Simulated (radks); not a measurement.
The table gives one normalised radial function P(r) = r R(r) of Te2+ in [Kr] 4d7 5s2 5p5 (r in bohr). Method: scalar-relativistic Kohn-Sham, r2SCAN, spin-unpolarised, spherical densities, finite nucleus; meta-GGA in the generalised Kohn-Sham scheme; Fermi nuclear charge, rms radius 4.7423 fm; computed with a radial shooting solver on a logarithmic mesh with Libxc functionals.

r,P
0.00296,0.0001
0.003418,0.0002
0.003916,0.0003
0.004522,0.0005
0.005181,0.0007
0.005984,0.0010
0.00691,0.0015
0.007917,0.0022
0.009143,0.0032
0.01048,0.0047
0.0121,0.0070
0.01386,0.0101
0.01601,0.0148
0.01834,0.0213
0.02118,0.0310
0.02426,0.0439
0.02802,0.0631
0.03211,0.0883
0.03708,0.1248
0.04282,0.1743
0.04906,0.2364
0.05666,0.3217
0.06491,0.4241
0.07497,0.5581
0.08589,0.7099
0.09919,0.8955
0.1136,1.0890
0.1312,1.3030
0.1504,1.4995
0.1736,1.6816
0.2005,1.8145
0.2298,1.8738
0.2653,1.8496
0.304,1.7396
0.3511,1.5394
0.4022,1.2914
0.4645,0.9990
0.5322,0.7278
0.6146,0.4791
0.7042,0.2956
0.8132,0.1590
0.9317,0.0790
1.076,0.0328
1.243,0.0116
1.424,0.0037
1.644,0.0009
1.884,0.0002
2.176,0.0000
2.492,0.0000
2.879,0.0000
3.298,0.0000
3.809,0.0000
4.364,0.0000
5.039,0.0000
5.773,0.0000
6.668,0.0000

Which n and l does it have? It may be an empty orbital.

Answer. n = 3, l = 2: the number of nodes gives n - l - 1 = 0, the rise at small r (about r^(l+1), flatter next to the nucleus through relativity) gives l, and the extent must fit the shell. The curve is that of 3d. 3d: eigenvalue -613.82 eV, 0 radial nodes, <r> = 0.296 bohr, 90 % of the charge inside 0.465 bohr.
